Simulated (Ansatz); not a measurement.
A CCSD(T) single point on `FC1CO[SiH2]1`.

```yaml
crystal:
  periodic: [false, false, false]
  atoms:
    - {symbol: F, position_ang: [-1.820442, -0.327824, -0.810927]}
    - {symbol: C, position_ang: [-0.876057, -0.083056, 0.166904]}
    - {symbol: C, position_ang: [0.290658, -1.089798, 0.153307]}
    - {symbol: O, position_ang: [1.429882, -0.216350, -0.011946]}
    - {symbol: Si, position_ang: [0.510319, 1.162132, -0.206804]}
    - {symbol: H, position_ang: [-1.390485, -0.023790, 1.127827]}
    - {symbol: H, position_ang: [0.197314, -1.773360, -0.695478]}
    - {symbol: H, position_ang: [0.400793, -1.665085, 1.076040]}
    - {symbol: H, position_ang: [0.820808, 2.228653, 0.780427]}
    - {symbol: H, position_ang: [0.520210, 1.737278, -1.576348]}
basis:
  gaussian: {orbitals: def2-SVP}
correlation: {method: ccsd_t}
```

```sh
$ ansatz run in.yaml --threads 4 --pin off --events-out ev --progress --plain
```

The program prints (abridged):

```
Functional definition: HF
971 factors; integrals over basis functions are off by at most 1.5e-3 eV
mean field evaluation 1: about -14734.0351 eV, gradient 3.5e1 eV
mean field evaluation 2: about -14734.1085 eV, gradient 3.5e1 eV
mean field evaluation 4: about -14736.9532 eV, gradient 3.9e0 eV
mean field evaluation 8: about -14737.0004 eV, gradient 2.3e-1 eV
mean field -14737.00051723 eV, -541.5747799105 hartree, gradient 1.9e-6 eV, S^2 0.000000; 0 other end points of the search recorded, 0 dependent functions left out
9 core orbitals not correlated: weight in the atoms' cores, before any rotation towards them, 1.000 or more for the frozen orbitals, at most 0.000 for the correlated occupied ones
reference -14737.00051723 eV, -541.5747799105 hartree; 15, 15 occupied and 75, 75 virtual orbitals, 971 factors
second order -19.84063740 eV of doubles, -0.00000000 eV of singles
cycle   1  -20.37282735 eV  change   -5.3e-1 eV  update   1.0e-1
cycle   2  -20.88821275 eV  change   -5.2e-1 eV  update   2.9e-2
cycle   3  -21.01665905 eV  change   -1.3e-1 eV  update   1.5e-2
cycle   4  -21.01134556 eV  change    5.3e-3 eV  update   3.3e-3
cycle   5  -21.01076191 eV  change    5.8e-4 eV  update   1.5e-3
cycle   6  -21.01135193 eV  change   -5.9e-4 eV  update   4.9e-4
cycle   7  -21.01110318 eV  change    2.5e-4 eV  update   2.0e-4
cycle   8  -21.01102110 eV  change    8.2e-5 eV  update   6.2e-5
cycle   9  -21.01104267 eV  change   -2.2e-5 eV  update   2.3e-5
perturbative correction -0.54091589 eV, -0.0198782924 hartree
Total energy: -14758.55247579 eV, -542.3667997792 hartree
```

Run time 3.9 s (4 threads of a server CPU on a shared host); peak host memory 0.43 GiB.

The correlation energy is -21.552 eV, 2.5 % of it from (T); the T1 diagnostic reads 0.0117.
